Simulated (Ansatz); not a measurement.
Pulling on the Cd1–H2 bond in CdFH (SMILES [F][CdH]) (multiplicity 1 held, fragments rigid). Energies count from the point at 1.635 Å.
Geometry at that point (charge 0, multiplicity 1):
```xyz
3

Cd     0.00000     0.00000    -0.27480
H      0.00000     0.00000    -1.90990
F      0.00000     0.00000     1.67782
```

R- and RO- levels are restricted; in cc, def2 and unpolarised 6-31G sets they are followed outwards from rest. Unrestricted levels (U-) break spin symmetry where that is lower. Active spaces are followed from a long bond inwards. Levels need not reach the same state.

Cores are frozen in the correlated methods.

The values were computed with Ansatz (a program for electronic structure) with Gaussian orbitals. Each number belongs to the level named beside it. In def2 rows elements past Kr take small-core potentials, without spin–orbit coupling.

Energies in kcal/mol.

| R (Å) | R-B3LYP/def2-TZVPP | R-MP2/def2-TZVPP | U-MP2/def2-TZVPP | U-CCSD/def2-TZVPP | FIC-MRCISD+Q on CASSCF(2,2)/def2-TZVPP |
|---|---|---|---|---|---|
| 1.308 | 27.1 | 24.3 | 24.3 | 27.3 | 27.5 |
| 1.472 | 5.2 | 3.8 | 3.8 | 5.2 | 5.3 |
| 1.635 | 0.0 | 0.0 | 0.0 | 0.0 | 0.0 |
| 1.799 | 3.4 | 4.8 | 4.8 | 3.5 | 3.3 |
| 1.962 | 11.0 | 13.7 | 13.7 | 11.2 | 10.8 |
| 2.207 | 25.3 | 29.9 | 29.9 | 25.4 | 24.6 |
| 2.453 | 40.0 | 46.3 | 49.5 | 40.3 | 38.1 |
| 2.861 | 61.5 | 70.5 | 64.0 | 59.8 | 55.7 |
| 3.270 | 77.9 | 88.9 | 68.8 | 69.0 | 65.9 |
| 3.761 | 91.7 | 103.4 | 70.6 | 72.0 | 71.1 |
| 4.415 | 102.9 | 111.8 | 71.1 | 72.7 | 73.1 |
| 5.232 | 110.0 | 109.4 | 71.3 | 72.8 | 73.5 |

Doubts at one or more of the structures used: a restricted determinant that unrestricted orbitals would lower (R-B3LYP/def2-TZVPP, R-MP2/def2-TZVPP); a spin-contaminated determinant (U-MP2/def2-TZVPP, U-CCSD/def2-TZVPP); T1 above 0.05 (U-CCSD/def2-TZVPP).
